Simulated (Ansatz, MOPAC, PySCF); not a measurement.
Isomers of CH5BO: 1 is CBO, 2 is BOC; one conformer of each (the lowest of an xTB search), B3LYP-D3(BJ)/def2-TZVP minima.
Isomer 1 (charge 0, multiplicity 1, Z-matrix in Å and degrees):
```
B
O 1 1.3579
H 2 0.9643 1 113.73
H 1 1.1961 2 114.89 3 179.99
C 1 1.5676 4 121.50 2 179.96
H 5 1.0939 1 114.72 4 179.67
H 5 1.0950 6 108.05 1 123.26
H 5 1.0951 6 108.03 7 113.61
```
Isomer 2 (charge 0, multiplicity 1):
```xyz
8

B      1.3510     0.0559    -0.1224
O      0.1425     0.3066    -0.6476
C     -1.0722    -0.0106     0.0260
H      2.2991     0.3639    -0.7766
H      1.4470    -0.4557     0.9580
H     -1.6453    -0.6991    -0.5952
H     -1.6459     0.9067     0.1596
H     -0.8761    -0.4676     0.9983
```

No zero-point or thermal terms.

Correlated levels freeze the cores. Rows in 6-311+G** carry no dispersion term and start afresh at each structure. The state that PM6 reach isn't checked.

The values were computed with Ansatz (Gaussian orbitals); MOPAC for PM6 (differences of heats of formation); PySCF for 6-311+G** rows, the dispersion terms. Each number belongs to the level named beside it.

| level | electronic energy of isomer 2 less that of isomer 1 (kJ/mol) |
|---|---|
| PM6 | 86.3 |
| BLYP-D4/def2-TZVPP | … |
| B3LYP/6-311+G** | 95.7 |
| PBE0/def2-TZVPP | … |
| CAM-B3LYP/def2-TZVPP | 94.2 |
| B2PLYP-D4/def2-TZVPP | 95.9 |
| SCS-MP2/cc-pVTZ | 94.5 |
| CCSD/cc-pVDZ | 93.5 |
| CCSD(T)/cc-pVTZ | 97.2 |

Task: Complete the blanks.

Result: 
- BLYP-D4/def2-TZVPP, electronic energy of isomer 2 less that of isomer 1 (kJ/mol): 90.8
- PBE0/def2-TZVPP, electronic energy of isomer 2 less that of isomer 1 (kJ/mol): 102.0

Ansatz is a quantum-chemistry and plane-wave program.
